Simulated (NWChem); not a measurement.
C₅H₃NS; SMILES c1scnc1C#C

Computed with NWChem. Pople sets run with spherical d functions. Geometry: optimised at PBE0/def2-SVP.

For level PBE/STO-3G:

| Quantity | Result |
|---|---|
| highest occupied level (eV) | -3.56 |
| orbital gap (eV) | 4.44 |
| dipole (D) | 2.58 |

Problem. How do the values read with level PBE/6-31G* instead?

Solution. 
- highest occupied level (eV): -5.67
- orbital gap (eV): 3.88
- dipole (D): 1.53
